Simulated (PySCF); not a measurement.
Electron correlation in I²⁺ (iodine, charge +2)

[Kr] 4d10 5s2 5p3, high-spin 4S determinant. Computed with PySCF 2.14 in cc-pVTZ-PP with ECP28MDF, with a scalar-relativistic core potential. Frozen: 4s2 4p6 4d10; 5 electrons correlated.

MP2 pair energies summed by pair of shells (mhartree):

```csv
pair,energy,share (%)
5s-5p,-43.50,67.1
5p-5p,-14.35,22.1
5s-5s,-7.00,10.8
```

Total MP2 correlation energy: -64.85 mhartree.

Same-spin part -16.92 and opposite-spin part -47.93 mhartree; SCS-MP2 scales them by 1/3 and 6/5 to -63.16 mhartree.

```csv
level,correlation energy (mhartree)
CCSD,-77.68
(T),-2.00
CCSD(T),-79.68
```

Diagnostics: T1 = 0.0018, D1 = 0.0039, largest double amplitude 0.052.

Cost of the coupled-cluster step: 0.34 s of wall time on 1 thread of Neoverse-V1 (shared host), for 5 correlated electrons.
